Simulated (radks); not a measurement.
Results of a calculation; reference values are marked as such.
Numerical settings for the magnesium ion Mg2+, [Ne]. Level of theory: scalar-relativistic Kohn-Sham, BLYP, spin-polarised, spherical densities, point nucleus (a radial shooting solver on a logarithmic mesh with Libxc functionals). The defaults (mesh step 0.008 in ln r, mesh end at 40 bohr or more with all orbitals vanishing there, Anderson mixing 0.5 over 9 steps, residual threshold near 1e-9 with the energy settled to 1e-9 hartree or 1e-11 of itself, here a cap of 67 iterations) give E = -199.5687 hartree and 2p at -66.739 eV in 15 iterations. Run on one thread of a shared host, so times are rough (Arm Neoverse V2): 0.08 s of CPU time, 0.08 s wall, 15 iterations on 2476 mesh points. Changes against that run (0 stands for a change within the tolerance of the run):

setting,iterations,converged,E (mhartree),e(2p) (meV),CPU (s)
mesh step in ln r 0.012,15,yes,0,0,0.06
mesh step in ln r 0.02,15,yes,0,0,0.04
mesh step in ln r 0.03,15,yes,0,0,0.03
mesh end (bohr) 1,13,level above zero,+1.45e+04,+1e+05,0.06
mesh end (bohr) 12,15,yes,0,0,0.08
residual threshold 0.1,8,yes,0,-1.39,0.05
residual threshold 1e-05,9,yes,0,+0.0785,0.05
mixing 0.05,17,yes,0,0,0.09
"linear mixing, mixing 1",67,no,0,0,0.31
"linear mixing, mixing 0.2",67,no,0,-0.00854,0.29
mixing history 3,15,yes,0,0,0.08
iteration cap 2,2,no,+483,-4.4e+04,0.01

Settled on a wrong energy, with an occupied level pushed above zero by the early mesh end: mesh end (bohr) 1 (+14.5 hartree). Apart from these: no run marked as converged misses the energy by more than 1 mhartree. A mesh that ends early acts as a hard wall.
